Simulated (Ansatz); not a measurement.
Reaction (formal exchange of groups at a Ge–S bond): `[F][Ge]([F])([SH])[Cl]` + `NC[SiH3]` → `[F][Ge]([F])([SiH3])[Cl]` + `NCS`

Isolated molecules relaxed with PBE0-D4/def2-TZVP in Ansatz; ΔE leaves out vibrations. CCSD(T)/CBS is the MP2 limit (def2-TZVPP, def2-QZVPP) plus CCSD(T) − MP2 in def2-TZVPP, frozen cores. DFT in def2-TZVPP. For Ge outer-core shells are correlated without core-valence functions, which leaves a few kJ/mol of doubt a bond. Scalar relativity is left out up to krypton. Each species was taken in one conformer, which may not be the lowest.

Is it downhill or uphill in electronic energy at CCSD(T)/CBS, and by how much? (Estimate.)

The calculation gave: Uphill: ΔE = +0.55 eV.

What do these levels give: LDA (SPW92), BLYP-D4, r2SCAN-D4, LC-ωPBE, MP2/def2-SVP, MP2/CBS(def2)? (Estimate.)

Computed: LDA (SPW92) 0.46, BLYP-D4 0.47, r2SCAN-D4 0.56, LC-ωPBE 0.55, MP2/def2-SVP 0.71, MP2/CBS(def2) 0.60 eV.

Largest T1 diagnostic among the species: 0.012.

From BLYP to BHLYP (50 % exact exchange), in def2-TZVPP and without D4, ΔE moves by +0.12 eV. Leaving LDA and LC-ωPBE aside and taking each functional with its dispersion term where it has one, the values, not all of them listed here, spread over 0.14 eV, from PBE-D4 to B97M-V.
